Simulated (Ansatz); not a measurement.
SbH2(SiH3) (SiSbH5). The state is a singlet with charge 0. Geometry r2SCAN-D4/def2-TZVP; atoms count from 1.

Cartesian coordinates in Å:
```
Sb -0.965 -1.398 0.238
H -0.089 -1.499 1.703
H -2.060 -0.286 0.934
Si 0.550 0.523 -0.577
H 0.665 1.636 0.398
H -0.003 1.053 -1.850
H 1.902 -0.029 -0.846
```

In the def2 sets Sb takes a core potential; there is no spin–orbit coupling.

(1) Estimate the Mulliken populations from the PBE0/def2-TZVP orbitals of Ansatz.

(2) And the Mayer bond orders between heavy atoms (over 0.3)?

## Answers

(1) 
```tsv
atom	charge (e)
Sb1	0.02
H2	0.00
H3	0.00
Si4	0.00
H5	-0.01
H6	-0.01
H7	-0.01
```
Mulliken values depend strongly on the basis.

(2) Sb1–Si4 1.04 (2.58 Å).
